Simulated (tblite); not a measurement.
Species: C5H4FS (doublet state).
Cartesian coordinates in Å at the GFN2-xTB level; atoms count from 1:
```
atom  x, y, z in Å
C1    -1.5284    0.4839   -0.9292
C2    -0.5340    0.8297   -0.1259
C3     0.5169   -0.0784    0.3663
C4     1.2040    0.3580    1.4488
S5     1.8831    0.8680    2.7454
C6     0.7829   -1.2736   -0.2635
F7     1.7428   -2.0998    0.1974
H8    -1.6619   -0.5177   -1.2978
H9    -2.2559    1.2113   -1.2447
H10   -0.4592    1.8439    0.2413
H11    0.3151   -1.6226   -1.1640
```

Level: GFN2-xTB in tblite, geometry and Hessian alike; calculated harmonic values, unscaled, isolated species. Errors from tens to a few hundred cm⁻¹ against measured bands are possible. One conformer, not necessarily the lowest. Open shells enter through the occupations alone, without spin polarisation, and single modes of such species can be off by tens of per cent.

Harmonic wavenumbers (cm⁻¹): 48.8, 81.0, 131.6, 180.1, 199.2, 338.0, 391.5, 444.8, 477.6, 565.4, 655.5, 714.8, 882.5, 1003.6, 1005.9, 1078.3, 1141.5, 1204.5, 1297.3, 1400.9, 1450.6, 1667.0, 1694.9, 3071.2, 3117.2, 3142.4, 3148.6.

A = 2752, B = 1514, C = 981.6 MHz; mass 115.002 u (most abundant isotopes); point group C1, symmetry number 1; spin multiplicity 2.

Problem. Zero-point energy?

Solution. Half the sum of the wavenumbers: 15267 cm⁻¹ = 43.65 kcal/mol.

Problem. Give the ideal-gas entropy at 400 K and 1 bar in the rigid-rotor, harmonic-oscillator model (classical rotation).

Solution. Translation 41.62, rotation 29.63, vibration 28.39, spin (R ln 2) 1.38: S = 101.0 cal/(mol K).

Problem. And Cp and H(400 K) − H(0)?

Solution. Cp = 33.69 cal/(mol K), of which vibrations give 25.74 (their classical limit is 27 R = 53.7); H(400 K) − H(0) = 8.86 kcal/mol without the zero-point energy, 5.68 from vibrations.

Problem. Which modes carry the vibrational entropy at 400 K?

Solution. 48.8 cm⁻¹: 5.45; 81.0 cm⁻¹: 4.44; 131.6 cm⁻¹: 3.49; 180.1 cm⁻¹: 2.88; 199.2 cm⁻¹: 2.69; 338.0 cm⁻¹: 1.72 cal/(mol K); the other 21 give 7.71 together.

Problem. What must be added to the electronic energy to get the Gibbs energy at 400 K and 1 bar?

Solution. ZPE + [H(400 K) − H(0)] − T·S = 43.65 + 8.86 − 40.41 = 12.10 kcal/mol.

Problem. Blend soft modes into free rotors: weight 1/[1 + (100 cm⁻¹/ν̃)⁴] for the oscillator and the rest for a rotor with moment μB/(μ + B), μ = h/(8π²ν), B = 10⁻⁴⁴ kg m². What vibrational entropy results?

Solution. 25.94 cal/(mol K) in place of 28.39, which changes −T·S at 400 K by +0.98 kcal/mol.

Hindered rotation and anharmonicity are outside this model. Other conformers, if any are populated, would add a mixing term that is left out. The structure is chiral; the term R ln 2 for an equal mix with its mirror image is left out.
